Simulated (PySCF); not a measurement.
**Telling isomers of C6H10O3 apart by NMR**

How the numbers were obtained: NMR shieldings at PBE0/pcSseg-1/GIAO, coordinates at the PBE0-D3(BJ)/def2-SVP level, in PySCF 2.14.0 with density-fitted response routines (no relativistic terms, single conformer, equivalent nuclei averaged, gas phase).

δ = σ(ref) − σ, references computed at the same level: TMS for ¹H (σ = 31.27 ppm) and ¹³C (σ = 184.41 ppm). Where no couplings were computed, multiplicities follow the n + 1 count of equivalent neighbours, and m marks all less simple cases (inequivalent or close neighbours, rings, F or P nearby). Shifts are as computed. Against solution values, carbons near 30 ppm lie about +2 ppm off and those near 130 ppm about +5 ppm (rms about the fit 1.9 ppm; single classes can miss by 10 ppm). Of 1328 compounds with measured shifts, 309 miss one by over three times the rms of a fit or turn the order of signals round; such compounds aren't used in these exercises. Signals without a measured value on file couldn't be tested in this way; 1H shifts scatter by 0.2 ppm about their fit, and single ones miss by 0.5 ppm.

(1) Tabulate the signals of `C=C(C)COC(=O)OC`, `C=COC(=O)COCC` and their relative energies.

(2) What is the quickest way to tell C=C(C)COC(=O)OC from C=COC(=O)COCC?

Answers

(1) 
| SMILES | carbon types | δC | δH | E rel. (kcal/mol) |
| --- | --- | --- | --- | --- |
| C=C(C)COC(=O)OC | 2×C 2×CH2 2×CH3 | 161.0, 150.1, 121.8, 73.3, 54.3, 21.9 | 5.29 (m, 1H), 5.24 (m, 1H), 4.26 (s, 2H), 3.65 (s, 3H), 1.91 (s, 3H) | 0.0 |
| C=COC(=O)COCC | 1×C 1×CH 3×CH2 1×CH3 | 171.4, 147.1, 101.3, 68.4, 66.9, 17.1 | 7.76 (m, 1H), 5.07 (m, 1H), 4.76 (m, 1H), 4.00 (s, 2H), 3.37 (q, 2H), 1.29 (t, 3H) | 15.3 |

Energies are electronic energies at PBE0/pcSseg-1 on these geometries, without zero-point or thermal terms, each for the one conformer computed, which needn't be the lowest.

(2) Both give the same number of carbon signals, but DEPT or the intensities differ. The first has a methyl carbon bonded to O (CH3) at 54.3 ppm, the second an alkene carbon bearing oxygen (CH) at 147.1 ppm. Their most deshielded carbons lie at 161.0 and 171.4 ppm. In the proton spectra the most deshielded non-exchanging signals are 5.29 (m, 1H) and 7.76 (m, 1H).
